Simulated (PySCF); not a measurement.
Several species in one continuum solvent.

Level: CAM-B3LYP/def2-SVPD in PySCF, non-relativistic, each on one gas-phase PBE0-D3(BJ)/def2-SVP geometry that isn't relaxed in the solvent. The solvent is an IEF-PCM continuum (Bondi radii, 1.10 Å for H, scaled by 1.2). Only the electrostatic response of the medium enters. Spin–orbit coupling is left out although an atom past zinc is present.

Question: Order them by E(solvent) − E(gas) in dimethylsulfoxide (ε = 46.83), most negative first (kJ/mol).
A. `[CH3:1][CH2:2][CH2:3][CH2:4][CH:5]1[CH2:6][CH2:7]1` with C1–C2–C3–C4 180°, C2–C3–C4–C5 179°, C3–C4–C5–C6 -84°
B. `Cl[B](Cl)[GeH3]`
C. `[Cl:1][CH2:2][AlH-:3]1[Cl+:4][AlH2-:5][Cl+:6]1` with Cl1–C2–Al3–Cl4 -71°

Answer: C (-23.2), A (-5.1), B (-3.5).

```
                          SMILES  charge  ΔE (kJ/mol)  polarisation term (kJ/mol)  HOMO shift (eV)  dipole gas (D)  dipole solvent (D)  atoms  lowest singlet, gas (eV)  lowest singlet, solvent (eV)
Cl[CH2][AlH-]1[Cl+][AlH2-][Cl+]1       0        -23.2                       -27.3            +0.19            1.64                2.41     11                      6.26                          6.32
                       CCCCC1CC1       0         -5.1                        -5.4            +0.09            0.12                0.17     21                      7.89                          7.94
                 Cl[B](Cl)[GeH3]       0         -3.5                        -3.8            +0.12            0.46                0.65      7                      4.78                          4.80
```

The polarisation term is half the interaction of the solute with the induced surface charges. Singlets are vertical TDDFT energies (frozen core, non-equilibrium response), the lowest in each medium.
